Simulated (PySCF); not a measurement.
BrCl2H2NSi, SMILES N[Si](Cl)(Cl)Br. The structure is a stationary point at PBE-D3(BJ)/def2-SVP. This is a generated structure with no PubChem entry under its InChIKey; it may be hypothetical. One conformer was computed; it need not be the lowest.

All values below come from PBE-D3(BJ)/def2-SVP (PySCF).

Harmonic wavenumbers (cm⁻¹): 98, 130, 175, 201, 216, 278, 373, 392, 538, 584, 823, 884, 1475, 3487, 3590. Rotational constants (GHz): 1.693, 1.100, 0.8802; symmetry number 1.

Question: Work out the zero-point energy and the ideal-gas rigid-rotor harmonic-oscillator thermochemistry at 298.15 K and 1 atm.

Answer: ZPE = ½ Σ hcν = ½ × 13244 cm⁻¹ = 18.93 kcal/mol. H − E(el) = 24.26 kcal/mol. Entropy in cal/(mol K): translation 41.71, rotation 29.66, vibration 17.94, total 89.31. G − E(el) = -2.36 kcal/mol. Cp = 25.53 cal/(mol K). Modes under 150 cm⁻¹ make the vibrational entropy uncertain.
